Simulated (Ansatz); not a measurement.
The inner images of a band of CH5AlFNSSi (11 atoms, charge 0, multiplicity 1) are given out of order.

All numbers below come from Ansatz, RKS PBE/def2-SVP.

Image 0:

```xyz
11
Properties=species:S:1:pos:R:3
F -0.075 -1.703 -0.972
C 0.189 -0.692 -0.030
S 1.631 -1.237 1.010
N -0.936 -0.474 0.828
Al -1.537 1.221 0.532
Si 0.376 1.061 -0.936
H 2.445 -1.564 -0.034
H -1.187 -1.279 1.416
H -2.753 1.937 1.277
H 1.681 1.749 -0.641
H 0.231 0.924 -2.429
```

Image 6:

```xyz
11
Properties=species:S:1:pos:R:3
F -0.463 -1.752 -1.012
C 0.138 -0.795 -0.163
S 1.678 -1.686 0.401
N -0.738 -0.425 0.900
Al -1.411 1.222 0.486
Si 0.339 0.905 -1.150
H 2.116 -0.662 1.185
H -0.893 -1.164 1.599
H -2.551 2.005 1.280
H 1.674 1.547 -0.870
H 0.177 0.748 -2.636
```

Q: Put them in order from the first end to the last, with their energies above the first end.
A.
```xyz
11
Properties=species:S:1:pos:R:3
F -0.494 -1.758 -0.910
C 0.086 -0.808 -0.041
S 1.574 -1.638 0.718
N -0.878 -0.400 0.942
Al -1.436 1.275 0.507
Si 0.377 0.875 -1.039
H 2.500 -0.775 0.223
H -1.115 -1.112 1.645
H -2.555 2.147 1.236
H 1.737 1.454 -0.734
H 0.270 0.682 -2.526
```
B.
```xyz
11
Properties=species:S:1:pos:R:3
F -0.354 -1.755 -0.934
C 0.111 -0.779 -0.028
S 1.584 -1.471 0.871
N -0.929 -0.437 0.903
Al -1.474 1.253 0.518
Si 0.382 0.926 -0.993
H 2.535 -0.974 0.037
H -1.184 -1.178 1.567
H -2.613 2.094 1.251
H 1.732 1.523 -0.687
H 0.276 0.743 -2.483
```
C.
```xyz
11
Properties=species:S:1:pos:R:3
F -0.198 -1.749 -0.944
C 0.144 -0.740 -0.026
S 1.605 -1.303 0.971
N -0.952 -0.466 0.859
Al -1.506 1.236 0.530
Si 0.379 0.987 -0.961
H 2.515 -1.244 -0.041
H -1.216 -1.245 1.476
H -2.672 2.028 1.275
H 1.716 1.614 -0.665
H 0.251 0.824 -2.453
```
D.
```xyz
11
Properties=species:S:1:pos:R:3
F -0.653 -1.773 -0.846
C 0.062 -0.817 -0.091
S 1.575 -1.774 0.436
N -0.736 -0.327 0.988
Al -1.351 1.317 0.486
Si 0.332 0.814 -1.171
H 2.294 -0.675 0.796
H -0.899 -1.004 1.744
H -2.430 2.213 1.247
H 1.709 1.379 -0.922
H 0.162 0.590 -2.647
```
E.
```xyz
11
Properties=species:S:1:pos:R:3
F -0.597 -1.766 -0.873
C 0.068 -0.819 -0.065
S 1.571 -1.740 0.551
N -0.808 -0.362 0.973
Al -1.395 1.296 0.497
Si 0.358 0.840 -1.100
H 2.417 -0.677 0.490
H -1.013 -1.055 1.704
H -2.497 2.183 1.234
H 1.727 1.408 -0.809
H 0.234 0.635 -2.583
```

A: C (+0.026 eV), B (+0.096 eV), A (+0.136 eV), E (+0.106 eV), D (+0.061 eV).

The run took 100 s on 2 threads of Arm Neoverse V1, with other jobs on the host, peak memory 0.17 GiB.
